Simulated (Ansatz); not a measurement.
Mulliken charges of NTi (`[N]#[Ti]`) radical from PBE/def2-TZVPP in Ansatz (PBE0-D4/def2-TZVP geometry).

| atom | x (Å) | y (Å) | z (Å) | charge (e) |
| --- | --- | --- | --- | --- |
| N1 | 0.658 | -0.218 | 0.338 | -0.459 |
| Ti2 | -0.658 | 0.218 | -0.338 | 0.459 |

**Question.** By hand: the dipole of these point charges (1 e Å = 4.8032 D).

**Answer.** Σ q r = (-0.604, 0.200, -0.310) e Å, of length 0.708 e Å = 3.40 D.

**Question.** How does the dipole of the full density compare? (Best estimate.)

**Answer.** Ansatz gave: (-0.633, 0.210, -0.325) e Å, 3.56 D; the point charges give 0.96 times that, at 0° from its direction.

Point charges leave out the atoms' own dipoles, such as those of lone pairs, and Mulliken's split depends on the basis, so the close match here is no proof of good charges.
